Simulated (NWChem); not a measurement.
C3H5 cation

```xyz
8

C     -1.1916     0.0000     0.2115
C      0.0000     0.0000    -0.4943
C      1.1916     0.0000     0.2115
H     -2.1547     0.0000    -0.2966
H     -1.2062     0.0000     1.3007
H      0.0000     0.0000    -1.5809
H      2.1547     0.0000    -0.2966
H      1.2062     0.0000     1.3007
```
Atoms are numbered in this order, from 1.

Results from NWChem. The geometry was optimised at B3LYP/6-31G* (spherical d). Level M06-L/def2-SVP: energy and gradient on several grids; changes count from the extra-fine grid, which is no exact limit either.

Q: Which is the coarsest grid (medium; xcoarse; xfine; coarse; fine) from which on the energy stays within 100 μHa and each gradient component within 200 μHa/bohr of xfine?

A: fine.
```tsv
grid	size of the energy change (μHa)	largest change of a gradient component (μHa/bohr)
xcoarse	30000	7000
coarse	400	1000
medium	60	400
fine	< 10	60
xfine	< 10	< 30
```
